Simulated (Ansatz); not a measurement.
`CO[SiH2]N[SiH2]Cl`, relaxed with RKS PBE0-D4/def2-TZVP in Ansatz 0.2.0 from a GFN2-xTB geometry. The force threshold is 0.005 eV/Å; the program also tests the step.

The species carries charge 0 and has multiplicity 1.

Start:

```xyz
14

C    -1.315    1.435   -0.985
O    -1.465    0.079   -0.677
Si   -0.408   -1.132   -0.823
N     1.032   -0.827    0.108
Si    1.124   -0.196    1.707
Cl    3.090    0.061    2.077
H    -1.251    1.576   -2.067
H    -2.190    1.964   -0.605
H    -0.414    1.844   -0.523
H     0.097   -1.328   -2.183
H    -1.236   -2.198   -0.282
H     1.863   -1.282   -0.232
H     0.477    1.111    1.765
H     0.595   -1.108    2.720
```

| step | energy (eV) | largest force (eV/Å) | largest move (Å) |
| --- | --- | --- | --- |
| 1 | -32973.0653 | 0.749 | 0.000 |
| 2 | -32973.1548 | 0.281 | 0.085 |
| 3 | -32973.1659 | 0.174 | 0.040 |
| 4 | -32973.1714 | 0.120 | 0.047 |
| 5 | -32973.1772 | 0.184 | 0.059 |
| 6 | -32973.1807 | 0.085 | 0.098 |
| 7 | -32973.1821 | 0.103 | 0.051 |
| 8 | -32973.1835 | 0.137 | 0.054 |
| 9 | -32973.1844 | 0.143 | 0.070 |
| 10 | -32973.1850 | 0.125 | 0.075 |
| 11 | -32973.1861 | 0.091 | 0.011 |
| 13 | -32973.1870 | 0.036 | 0.019 |
| 15 | -32973.1879 | 0.049 | 0.108 |
| 17 | -32973.1885 | 0.020 | 0.071 |
| 19 | -32973.1891 | 0.030 | 0.096 |
| 21 | -32973.1904 | 0.092 | 0.067 |
| 23 | -32973.1950 | 0.184 | 0.064 |
| 25 | -32973.2160 | 0.334 | 0.195 |
| 27 | -32973.2396 | 0.368 | 0.177 |
| 29 | -32973.2710 | 0.297 | 0.195 |
| 31 | -32973.2930 | 0.275 | 0.157 |
| 33 | -32973.3039 | 0.091 | 0.187 |
| 35 | -32973.3062 | 0.038 | 0.009 |
| 37 | -32973.3063 | 0.012 | 0.005 |
| 39 | -32973.3064 | 0.011 | 0.019 |
| 41 | -32973.3065 | 0.009 | 0.011 |
| 43 | -32973.3065 | 0.004 | 0.006 |

End:

```xyz
14

C    -0.892    1.572   -1.244
O    -1.469    0.461   -0.594
Si   -0.775   -1.019   -0.542
N     0.799   -1.011    0.177
Si    1.199   -0.539    1.771
Cl    1.720    1.455    1.904
H    -0.699    1.362   -2.303
H    -1.592    2.406   -1.180
H     0.048    1.868   -0.766
H    -0.577   -1.568   -1.910
H    -1.710   -1.825    0.269
H     1.571   -1.142   -0.461
H     0.002   -0.731    2.617
H     2.376   -1.289    2.262
```

Hardware: 2 threads of an AMD EPYC 7R13 on a shared host and a share of an NVIDIA H100 80 GB. Wall time 120 s, peak host memory 0.95 GiB.
